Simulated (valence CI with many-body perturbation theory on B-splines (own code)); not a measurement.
The numbers below are computed, except where a source is named.
Sensitivity of CI+MBPT for Se13+

Level of theory: configuration interaction combined with many-body perturbation theory (CI+MBPT): three valence electrons over a frozen Dirac-Fock core [Ar], a basis of 6 s, 6 p, 5 d, 5 f, 1 g functions for each j, with the one-electron correlation potential Σ1, the two-electron term Σ2, the three-electron term Σ3, Breit, model QED; selected CI, second order for the rest, scaled by the run's own slope (own B-spline code, finite nucleus).

No measured spectrum was set against this ion. As an estimate, terms of the open shell hold to 2 to 4 % of their energy, and close levels can change places. Only levels of the ground parity were solved; by the run's estimate the other parity begins above the list, which can be wrong where configurations are misplaced.

The reference run has the lowest level 3d³ ⁴F_3/2 and an ionisation energy of 427.165 eV. Its largest variational space holds 2164 state functions.

Names give the largest LS component (configuration and term), which can be under half, so a name can repeat, a term be missing and a line seem to break the LS rules; names also repeat where a configuration has a term twice. Letters in brackets count levels of one name in rising energy.

Changed runs:
A. Breit term on → off
B. natural orbitals for correlation on → off; logarithmic knot step 0.27 → 0.33
C. lowest core n in screening and Σ2 1 → 1
D. correlating orbitals by l 3 3 3 3 1 → 2 2 1 1 0; natural orbitals for correlation on → off (bad on purpose)

Excitation energies of the reference run in cm⁻¹, and shifts in cm⁻¹:

| Level | Reference | A | B | C | D |
| --- | --- | --- | --- | --- | --- |
| 3d³ ⁴F_5/2 | 3957 | +368 | -32 | 0 | -34 |
| 3d³ ⁴F_7/2 | 8627 | +851 | -40 | 0 | -42 |
| 3d³ ⁴F_9/2 | 13586 | +1384 | -14 | 0 | -16 |
| 3d³ ⁴P_3/2 | 38520 | +149 | +1049 | 0 | +1129 |
| 3d³ ⁴P_1/2 | 38922 | +334 | +888 | 0 | +960 |
| 3d³ ²G_7/2 | 43784 | +765 | +1233 | 0 | +1308 |
| 3d³ ⁴P_5/2 | 45208 | +750 | +851 | 0 | +922 |
| 3d³ ²G_9/2 | 46561 | +993 | +1224 | 0 | +1298 |
| 3d³ ²D_3/2 [a] | 54387 | +409 | +1870 | 0 | +2004 |
| 3d³ ²P_1/2 | 57363 | +650 | +1878 | 0 | +2000 |
| 3d³ ²H_9/2 | 61790 | +1300 | +1317 | 0 | +1396 |
| 3d³ ²H_11/2 | 62312 | +1508 | +1340 | 0 | +1420 |
| Ionisation energy (eV) | 427.165 | +0.076 | -0.077 | 0 | -0.055 |

No effect on these energies: C.
